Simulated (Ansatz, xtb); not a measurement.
Relative energy of two structures of GaGeH4N

We compare X, a singlet given by its coordinates, with Y, `[Ga][NH][GeH3]`, a singlet. Both are isolated molecules in the gas phase, relaxed with PBE0-D3(BJ)/def2-SVP.

X (Å):

```xyz
7

Ga    1.4200    1.4694   -1.0083
Ge   -0.7788    0.6896    0.4822
N    -0.4177    0.5291   -1.5019
H    -1.0838    1.0384   -2.0816
H    -0.3963   -0.4332   -1.8374
H    -0.0987    2.1932    0.3224
H     0.8104    0.2464    0.6454
```

Close contacts (Å): Ga1–Ge2 2.77, Ga1–N3 2.12, Ge2–N3 2.02, Ga1–H6 2.15, Ga1–H7 2.15, Ge2–H6 1.66, Ge2–H7 1.66, N3–H4 1.02, N3–H5 1.02.

Y (Å):

```xyz
7

Ga   -2.5595    0.9863   -1.5000
Ge    0.7000    0.9644   -0.7597
N    -1.0601    0.5241   -0.4607
H    -1.1967   -0.0391    0.3801
H     1.2893    1.8036    0.3959
H     0.7126    1.8035   -2.0540
H     1.5826   -0.2882   -0.9573
```

Task: Which of the two would you expect CCSD(T)/def2-TZVP electronic energies to favour?

Result: Structure Y; the calculation gives E(Y) − E(X) = −3.7 kcal/mol.

Level by level:

| level | geometry | E(Y) − E(X) (kcal/mol) | departure from the last row (kcal/mol) | job, with rough time for the two |
| --- | --- | --- | --- | --- |
| PBE0-D3(BJ)/def2-SVP | PBE0-D3(BJ)/def2-SVP | +2.9 | +6.6 | optimisation, 33 s |
| HF/def2-TZVP | PBE0-D3(BJ)/def2-SVP | −12.3 | −8.6 | part of the CCSD(T) run |
| MP2/def2-TZVP | PBE0-D3(BJ)/def2-SVP | −5.4 | −1.7 | part of the CCSD(T) run |
| CCSD(T)/def2-TZVP | PBE0-D3(BJ)/def2-SVP | −3.7 |  | single point, 57 s |

PBE0-D3(BJ)/def2-SVP puts the two in the other order. The largest departure from CCSD(T)/def2-TZVP is that of HF/def2-TZVP, 8.6 kcal/mol. Levels run at GFN2-xTB geometries aren't shown.

With harmonic frequencies from PBE0-D3(BJ)/def2-SVP (ideal gas, rigid rotor, one conformer each, 298.15 K, 1 atm): on the last row, ΔE + ΔZPE = −5.6, ΔH = −5.3, ΔG = −6.2 kcal/mol.

The correlated steps freeze 19 core orbitals; the filled d shell of Ga and Ge is correlated, in a basis made for valence electrons. Programs: Ansatz 0.2.0; the last row on 2 threads of Intel(R) Xeon(R) Platinum 8259CL CPU @ 2.50GHz (Skylake/Cascade Lake) on a shared host.
